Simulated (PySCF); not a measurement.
**Al²⁺ (aluminium, charge +2) across methods**

[Ne] 3d1, 2D determinant (an excited configuration). All numbers are calculated (PySCF 2.14, the non-relativistic Hamiltonian (point nucleus), in aug-cc-pwCVTZ).

```csv
method,E (hartree),mean ε 2p α (eV),mean ε 2p β (eV),mean ε 3d α (eV),Σ⟨r²⟩ (bohr²),⟨S²⟩
LDA,-239.8897,-94.392,-94.336,-12.013,15.61,0.750
wB97M-V,-240.9365,-101.25,-101.20,-13.997,15.82,0.750
PBEsol,-240.3379,-94.155,-94.102,-12.139,15.66,0.750
TPSSh,-240.9699,-96.619,-96.572,-12.426,15.74,0.750
PBE0,-240.8374,-99.065,-99.013,-12.788,15.75,0.750
r2SCAN,-240.9292,-96.037,-96.003,-12.148,15.81,0.750
B97-3,-240.9328,-99.475,-99.454,-12.875,15.82,0.750
UHF,-240.51074,-112.23,-112.19,-13.923,16.64,0.750
```

(1) Estimate the same row for PBE.

The outer electron is Rydberg-like, and this basis confines it to a smaller radius and binds it less than a complete one would.

Results:

(1) E (hartree) = -240.8182; mean ε 2p α (eV) = -94.267; mean ε 2p β (eV) = -94.212; mean ε 3d α (eV) = -12.304; Σ⟨r²⟩ (bohr²) = 15.54; ⟨S²⟩ = 0.750.
